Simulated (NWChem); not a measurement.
System: C$_{2}$H$_{6}$O$_{2}$Si; SMILES O([SiH2]C)C=O

Input file for NWChem:

```
start job
memory heap 200 mb stack 900 mb global 1100 mb
geometry units angstroms
  C     -2.400189    -0.470662     0.308061
  Si    -0.788450     0.510447     0.194489
  O      0.316534    -0.706529    -0.148434
  C      1.593662    -0.484293    -0.316284
  O      2.129934     0.580443    -0.250568
  H     -3.228328     0.193296     0.530274
  H     -2.358954    -1.222280     1.091546
  H     -2.626293    -0.981666    -0.623717
  H     -0.771316     1.462803    -0.912609
  H     -0.401656     1.130097     1.459155
  H      2.133098    -1.424748    -0.532431
end
basis spherical
  * library 6-31g*
end
dft
  xc b3lyp
  iterations 150
end
driver
  maxiter 120
end
task dft optimize
task dft freq
```

The level has its own optimisation; frequencies are unscaled. Brackets give each atom's bonded neighbours.

Q: What results follow from this input? (B3LYP/6-31G* (spherical d).) Quantities: r C–Si (Å); r C–H [C(HHHSi)–H(C)] (Å); r O–Si (Å); r H–Si (Å); highest harmonic frequency (cm⁻¹); lowest (cm⁻¹); zero-point energy (kcal/mol); dipole (D).

A: 
- r C–Si (Å) = 1.873
- r C–H [C(HHHSi)–H(C)] (Å) = 1.096
- r O–Si (Å) = 1.724
- r H–Si (Å) = 1.483
- highest harmonic frequency (cm⁻¹) = 3133
- lowest (cm⁻¹) = 83
- zero-point energy (kcal/mol) = 49.4
- dipole (D) = 2.42
